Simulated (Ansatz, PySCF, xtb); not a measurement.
Complex: HF (SMILES F) (first 2 atoms) with SiH4 (SMILES [SiH4]); geometry from B3LYP-D3(BJ)/def2-TZVP.
(charge 0, multiplicity 1):
```xyz
7

F     -0.2022    -0.4294    -0.4678
H     -0.1008    -0.7705     0.3912
Si    -0.0386     0.1356     3.0635
H      0.0471    -1.0166     2.1228
H      1.0491     1.0838     2.7488
H      0.1149    -0.3966     4.4336
H     -1.3570     0.7809     2.9008
```

Interaction energies are E(AB) − E(A) − E(B) at the monomers' geometry in the complex; basis-set methods are counterpoise corrected.

Frozen-core correlation.

Run with Ansatz (an electronic-structure program); PySCF for the dispersion terms; xtb for the GFN methods. 

| level | interaction energy (kcal/mol) |
|---|---|
| GFN-FF | 0.46 |
| GFN2-xTB | -1.63 |
| HF/aug-cc-pV(T+d)Z | 0.17 |
| PBE-D4/def2-TZVPPD | -2.14 |
| r2SCAN/def2-TZVPPD | -1.66 |
| B97M-V/def2-TZVPPD | -1.72 |
| PBE0-D3(BJ)/def2-TZVPPD | -1.93 |
| BHLYP-D3(BJ)/def2-TZVPPD | -1.87 |
| MP2/aug-cc-pV(D+d)Z | … |

### Question
What belongs in the gaps?

### Answer

- MP2/aug-cc-pV(D+d)Z, interaction energy (kcal/mol): -0.88
